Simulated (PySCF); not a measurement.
Species: Mo(NH)2F2 (singlet state).
SMILES: `[NH]=[Mo](=[NH])([F])[F]`

Method: TDDFT CAM-B3LYP/def2-SVPD, vertical, gas phase, core orbitals frozen in the response, def2 core potentials past Kr in PySCF. Geometry: PBE0-D3(BJ)/def2-SVP; no solvent, vibrations or thermal averaging. Spin–orbit coupling is left out.

Each state is given a Gaussian of 0.25 eV full width at half maximum, with ε(max) = 2.175×10⁸ f / Δν̃ (Δν̃ the width in cm⁻¹). The width is an assumption, not a result. The curve ends short of the highest state used, and states not computed would add to its high-energy end.

```
λ (nm)  ε (L mol⁻¹ cm⁻¹)
 215.5                 6
 217.3                 1
 219.0                 1
 220.8                 1
 222.6                 1
 224.4                 2
 226.2                 2
 228.0                 2
 229.7                 2
 231.5                 1
 233.3                 1
 235.1                 1
 236.9                 1
 238.7                 4
 240.4                11
 242.2                28
 244.0                61
 245.8               117
 247.6               197
 249.3               291
 251.1               397
 252.9               494
 254.7               579
 256.5               661
 258.3               763
 260.0               898
 261.8              1086
 263.6              1295
 265.4              1481
 267.2              1591
 269.0              1590
 270.7              1482
 272.5              1276
 274.3              1019
 276.1               756
 277.9               522
 279.7               337
 281.4               209
 283.2               119
 285.0                64
 286.8                32
 288.6                15
 290.4                 7
 292.1                 3
```

**Question.** Locate the maxima and give the states behind the curve.

**Answer.** 268 nm (4.62 eV), ε about 1600, made up of S1 (95%) (ε in L mol⁻¹ cm⁻¹; maxima over ε = 5, shares over 10%). At its high-energy end, 5.75 eV, the curve is still rising (ε about 5.1, from S8). The states used: S1 4.62 eV (f 0.014); S2 4.62 eV (f 0.0004); S3 4.87 eV (f 0.0044); S4 5.28 eV (f 0.0000); S5 5.48 eV (f 0.0000); S6 5.56 eV (f 0.0000); S7 5.77 eV (f 0.0000); S8 6.09 eV (f 0.0082); S9 6.32 eV (f 0.052); S10 6.35 eV (f 0.025).

**Question.** What would ε be at 4.62 eV, the highest of these maxima, with half the width (0.125 eV)?

**Answer.** About 3140 L mol⁻¹ cm⁻¹ against 1610, a factor of about 1.96; a lone state at its own centre would give exactly 2.

**Question.** Coming from long wavelengths, where does ε first pass 100 L mol⁻¹ cm⁻¹?

**Answer.** At about 284 nm (4.37 eV), 0.25 eV below S1.

**Question.** On this curve, what absorbance would a 10⁻³ mol/L sample give at 248 nm over a 1 cm path?

**Answer.** 248 nm is 4.999 eV, where ε is about 220 L mol⁻¹ cm⁻¹, so A = ε c l ≈ 0.22 (Beer–Lambert, with the gas-phase spectrum and the assumed width).

The vertical ionisation energy (ΔSCF) is 10.68 eV, 4.33 eV above S10.

Hardware: one thread, x86-64 server, no GPU (shared host). Cost: 76 s of wall time.
